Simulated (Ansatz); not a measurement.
```yaml
crystal:
  periodic: [false, false, false]
  atoms:
    - {symbol: O, position_ang: [2.290647, 0.379091, 0.772690]}
    - {symbol: C, position_ang: [1.375769, -0.366775, 0.499206]}
    - {symbol: S, position_ang: [0.233480, -1.956186, 0.231265]}
    - {symbol: B, position_ang: [-0.318206, -0.618020, 0.148290]}
    - {symbol: S, position_ang: [-1.915298, 0.595572, -0.755504]}
    - {symbol: H, position_ang: [-1.486625, 1.365898, -0.627738]}
basis:
  gaussian: {orbitals: aug-cc-pVDZ}
total_charge: -1
magnetization: {spin_polarized: true, initial_magnetization: 1}
hamiltonian: {xc: {name: PBE1PBE}}
```

```sh
$ ansatz run in.yaml --threads 2 --pin off --events-out ev --progress --plain --max-ram 4352MiB
```

(1) How does Ansatz answer? (Best estimate.)

Results:

(1) The calculation gave: The program refused the input.
```
Error: YAML parse error: error: line 14 column 19: hamiltonian.xc: no functional is named "PBE1PBE"; the names, which are not case-sensitive, are SVWN5, SPW92, PBE, PBE0, PBEsol, revPBE, revPBE0, RPBE, rPW86-PBE, HSE06, wPBEh, LC-wPBE, HISS, HF, BLYP, B3LYP, B3LYP5, BHLYP, CAM-B3LYP, r2SCAN, r2SCANh, r2SCAN0, r2SCAN50, m-r2SCAN, B97, wB97, wB97X, wB97X-V, B97M-V, wB97M-V, B2PLYP, B2GP-PLYP, PBE0-DH, PBE-QIDH
12 | total_charge: -1
13 | magnetization: {spin_polarized: true, initial_magnetization: 1}
14 | hamiltonian: {xc: {name: PBE1PBE}}
```

HSE06 is defined as in plane-wave codes.
